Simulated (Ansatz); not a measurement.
Reactions of `C[SiH2]N[SiH2]O`.

Program: Ansatz. Geometries: PBE0-D4/def2-TZVP. ΔE: electronic, gas phase. CBS: MP2 limit from def2 TZ/QZ plus the TZ coupled-cluster correction, frozen cores. This one scheme is used for every species. DFT in def2-TZVPP. Each species was taken in one conformer, which may not be the lowest.

| reaction | B2PLYP (eV) |
| --- | --- |
| `C[SiH2]N[SiH2]O` + HCl → `C[SiH2]N[SiH2]Cl` + H₂O | -0.01 |
| `C[SiH2]N[SiH2]O` → `CN[SiH2]O` + `[SiH2]` | 3.84 |
| `C[SiH2]N[SiH2]O` + CH₃NH₂ → `CN[SiH2]O` + `C[SiH2]N` | 0.10 |
| `C[SiH2]N[SiH2]O` → `C[Si](N)(O)[SiH3]` | 0.66 |

(1) Give the CCSD(T)/CBS values in the same order. (An estimate is asked.)

Largest T1 diagnostic: 0.014, for `[SiH2]`.

## Answers

(1) Ansatz gave: -0.07, 3.92, 0.13, 0.63 eV.
